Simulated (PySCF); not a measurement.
# Bond length, frequency and bond energy of Sb2 by level of theory

State: ¹Σg⁺ (singlet), closed shell. Set-up: PySCF, spin-free X2C with a Gaussian nucleus, basis sets Sb x2c-TZVPPall. De refers to Sb + Sb in their high-spin ground configurations, without counterpoise correction.

| Level | Re (Å) | ωe (cm⁻¹) | De (eV) | CPU s a point (SCF and correlation, without the integrals) |
| --- | --- | --- | --- | --- |
| RHF-MP2 | 2.509 | 254 | 2.75 | 2.9 |
| RHF-SCS-MP2 | 2.511 | 257 | 2.69 | n/a |
| RHF-CCSD | 2.470 | 295 | 2.16 | n/a |
| RHF-CCSD(T) | 2.500 | 274 | 2.63 | 57 |
| LDA | 2.465 | 290 | 4.26 | 2.2 |
| PBE | 2.501 | 279 | 3.29 | 3.3 |
| r²SCAN | 2.479 | 292 | 2.81 | 5 |
| PBE0 | 2.464 | 300 | 2.77 | 9 |
| B97-3 | 2.477 | 295 | 2.86 | 5.2 |
| M06 | 2.495 | 290 | 3.89 | 7.8 |
| HSE06 | 2.471 | 297 | 2.99 | 18 |
| MN15 | 2.438 | 307 | 2.64 | 7.9 |

The bond length runs from 2.438 Å (MN15) to 2.511 Å (RHF-SCS-MP2). De spans 2.16 eV (RHF-CCSD, coupled cluster) to 4.26 eV (LDA, local density).

Correlated steps freeze 36 core orbitals. Closed-shell solutions of metal pairs were not tested for spin polarisation, which can lower them a little. Spin–orbit coupling is left out, which matters for elements this heavy, above all for dissociation energies. Where the molecule has an RHF reference, its open-shell atoms are computed with UHF.

The whole job (state search and all levels along the bond) took about 15 min on 2 threads of Arm Neoverse V1 (shared host), peak memory 5 GiB.
